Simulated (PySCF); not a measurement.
C3H5FOSi, SMILES F[SiH2]C1=COC1. The structure is a stationary point at B3LYP-D3(BJ)/def2-SVP. The structure was generated by enumeration, and PubChem lists no compound with its InChIKey, so it may never have been made. The values are those of a single conformer.

Computed equilibrium geometry at B3LYP-D3(BJ)/def2-SVP (PySCF confirms it by a frequency run) as Cartesian coordinates in Å (one conformer of several):
```xyz
11

F      2.0322    -0.9669    -0.7283
Si     1.4758     0.3572     0.0475
C     -0.3475     0.1817     0.1339
C     -1.2344    -0.7559    -0.2775
O     -2.4039    -0.1853     0.1401
C     -1.5784     0.9191     0.6459
H      1.8969     1.5582    -0.7262
H      2.1104     0.4029     1.3942
H     -1.2275    -1.7207    -0.7912
H     -1.8463     1.8602     0.1416
H     -1.6905     1.0132     1.7369
```
Charge 0, spin multiplicity 1.
